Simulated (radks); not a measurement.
Results of a calculation; reference values are marked as such.
Q: The neodymium ion Nd17+, configuration [Kr] 4d5 5s2 (not the ground configuration). Code: a radial shooting solver on a logarithmic mesh with Libxc functionals. Model: Dirac Kohn-Sham, PBEsol, spin-unpolarised, spherical densities, finite nucleus; open shells are shared between the two j in proportion to 2j + 1; Fermi nuclear charge, rms radius 4.9123 fm. Some entries of the table are withheld. Estimate them.

orbital  occ.  eigenvalue (hartree)  r(max) (bohr)  <r^2> (bohr^2)
1s1/2       2             -1608.630        0.01510       0.0007605
2s1/2       2                   (1)        0.08568         0.01198
2p1/2       2             -259.7049        0.06509             (2)
2p3/2       4             -240.6034        0.07053             (3)
3s1/2       2             -71.51524         0.2437         0.08045
3p1/2       2                   (4)         0.2304         0.07538
3p3/2       4                   (5)         0.2421         0.08258
3d3/2       4             -51.53795         0.1935         0.06669
3d5/2       6             -50.70330         0.1967         0.06870
4s1/2       2             -25.41323         0.5521          0.3771
4p1/2       2             -23.10896            (6)          0.3903
4p3/2       4             -22.14491            (7)          0.4197
4d3/2       2             -18.30714         0.5793          0.4459
4d5/2       3             -18.11678         0.5858          0.4552
4f5/2       0             -13.57903         0.5364          0.4716
4f7/2       0             -13.54250         0.5387          0.4751
5s1/2       2             -12.28123            (8)           1.341
5p1/2       0                   (9)          1.125           1.439
5p3/2       0                  (10)          1.160           1.520
6s1/2       0              -7.28320          1.866           3.583

A: 
(1) 2s1/2 eigenvalue (hartree): -273.5412
(2) 2p1/2 <r^2> (bohr^2): 0.008750
(3) 2p3/2 <r^2> (bohr^2): 0.01000
(4) 3p1/2 eigenvalue (hartree): -65.62040
(5) 3p3/2 eigenvalue (hartree): -61.77487
(6) 4p1/2 r(max) (bohr): 0.5559
(7) 4p3/2 r(max) (bohr): 0.5778
(8) 5s1/2 r(max) (bohr): 1.089
(9) 5p1/2 eigenvalue (hartree): -11.34331
(10) 5p3/2 eigenvalue (hartree): -11.02410
